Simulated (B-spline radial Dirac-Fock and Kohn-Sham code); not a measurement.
**K-line shifts caused by a second vacancy in I⁶⁺**

System: iodine as I⁶⁺, [Kr] 4d10 5s1, inside a Watson sphere of charge -6 and radius 2.2 Å (a model of the Madelung potential; inside it an electron's potential energy is raised by 39.3 eV).

Calculated with a radial B-spline solver, using Dirac-Fock energy differences between relaxed states, corrected for Breit and QED terms. Each two-hole energy is an average over J within one jj subconfiguration, not an observable level; in light atoms, where LS coupling holds, the j-resolved values are not observed lines, and for a K spectator the Kα1 hypersatellite is nearly forbidden. Correlation and solid-state effects are left out.

Lines without a spectator: Kα2 (K-L2) 28316.1 eV, Kα1 (K-L3) 28611.0 eV, Kβ3 (K-M2) 32235.8 eV, Kβ1 (K-M3) 32292.5 eV. Shifts in eV with one spectator hole (a dash: not computed, or left out as unreliable):

```
spectator hole     Kα2     Kα1     Kβ3     Kβ1
        K (1s)  +620.6  +643.1  +793.6  +798.5
    L2 (2p1/2)   +69.9   +88.8       –  +185.6
    L3 (2p3/2)   +66.3   +67.1  +161.4       –
    M2 (3p1/2)       –  +10.85  +24.03  +28.99
    M3 (3p3/2)   +7.72       –  +24.13  +23.64
    M4 (3d3/2)   +1.67   -1.18       –       –
    M5 (3d5/2)   -1.78   +0.40       –       –
```

With n spectator holes in 2p, averaged over the 2p shell (energies in eV):

```
n     KαLⁿ   step  hypersatellite KαʰLⁿ
0  28512.7      –               29148.2
1  28585.5  +72.9               29222.6
2  28659.7  +74.2               29298.4
3  28735.3  +75.5               29375.5
4  28812.1  +76.8               29453.9
5  28890.3  +78.2               29533.6
```
